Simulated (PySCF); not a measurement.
Structure problem from calculated spectra and properties.

Elements present: C, F, H, O and S. Monoisotopic mass: 148.0358 u.

| Quantity | Value |
| --- | --- |
| Dipole | 3.43 D [PBE0/pcSseg-1] |
| 1H NMR | chemical shifts (computed TMS as zero) by class: 7.08 (1 H), 5.05 (1 H), 3.22 (1 H), 2.83 (1 H), 2.80 (1 H), 2.64 (1 H), 2.63 (1 H), 2.35 (1 H), 1.78 (1 H) ppm [GIAO PBE0/pcSseg-1] |
| NMR, other nuclei | isotropic shieldings of nuclei other than C and H, by class: 205 (1 O), 296 (1 F), 132 (1 S) ppm [GIAO PBE0/pcSseg-1] |
| 13C NMR | chemical shifts (computed TMS as zero) by class: 160.8 (1 C), 113.5 (1 C), 75.1 (1 C), 52.0 (1 C), 31.8 (1 C), 21.2 (1 C) ppm [GIAO PBE0/pcSseg-1] |
| Rotational structure | rotational constants A, B, C: 2.274, 0.929, 0.801 GHz [GFN2-xTB] |

The electronic properties come from PySCF, for the isolated species, density fitting. Levels stand in brackets. Geometry: GFN2-xTB, one conformer, isolated molecule. NMR classes are plain means over equivalent atoms (diastereotopic ones count apart unless rotation or inversion swaps them), as if these changed places fast.

**Question.** Which formula fits the mass and the elements?

**Answer.** C6H9FOS (calculated 148.0358). No other formula that holds each of these elements comes within 0.0003 u with a fitting electron parity and a possible valence count.

**Question.** What is the compound? Reason from the data.

**Answer.** Numbering: `[O:1]=[S@@:2]1[CH2:3][CH2:4][C@H:5]1[CH2:6]/[CH:7]=[CH:8]\[F:9]`. 6 carbons fall into 6 classes; from least to most shielded: vinylic C–F carbon [C8] (160.8 ppm), alkene CH carbon [C7] (113.5 ppm), ring sp3 carbon bound to sulfur [C5] (75.1 ppm), ring sp3 carbon bound to sulfur [C3] (52.0 ppm), allylic carbon [C6] (31.8 ppm), four-membered-ring carbon [C4] (21.2 ppm). Hydrogen classes from least to most shielded: 1 H on a vinylic C–F carbon, C8 (7.08 ppm), 1 H on an alkene CH carbon, C7 (5.05 ppm), 1 H on an sp3 carbon bound to sulfur, C3 (3.22 ppm), 1 H on an sp3 carbon bound to sulfur, C5 (2.83 ppm), 1 H on an allylic carbon, C6 (2.80 ppm), 1 H on a four-membered-ring carbon, C4 (2.64 ppm), 1 H on an sp3 carbon bound to sulfur, C3 (2.63 ppm), 1 H on an allylic carbon, C6 (2.35 ppm), 1 H on a four-membered-ring carbon, C4 (1.78 ppm). The other shieldings belong to: 205 ppm, sulfinyl oxygen [O1]; 296 ppm, vinyl fluorine [F9]; 132 ppm, sulfinyl sulfur [S2]. The optimised geometry has point group C1 and is an asymmetric top. Structure: `O=[S@@]1CC[C@H]1C/C=C\F`. Computed isomers that give other values at the same levels: `CCOCSC1=C(F)C1` (13C chemical shifts (computed TMS as zero) by class: 153.1 (1 C), 82.0 (1 C), 78.8 (1 C), 65.6 (1 C), 27.3 (1 C), 13.1 (1 C) ppm); `O=C1CCSC[C@H]1CF` (13C chemical shifts (computed TMS as zero) by class: 215.0 (1 C), 86.3 (1 C), 58.4 (1 C), 49.5 (1 C), 42.4 (1 C), 40.1 (1 C) ppm); `C/C=C/[C@H](F)OC(C)=S` (13C chemical shifts (computed TMS as zero) by class: 228.1 (1 C), 143.3 (1 C), 129.3 (1 C), 108.0 (1 C), 33.2 (1 C), 21.8 (1 C) ppm). The assignments are read from this structure; whether some other isomer fits the data as well wasn't checked. The mirror image fits equally.

Shape of the structure used: `[O:1]=[S@@:2]1[CH2:3][CH2:4][C@H:5]1[CH2:6]/[CH:7]=[CH:8]\[F:9]`: C4–C5–C6–C7 166°, C5–C6–C7–C8 -111°.
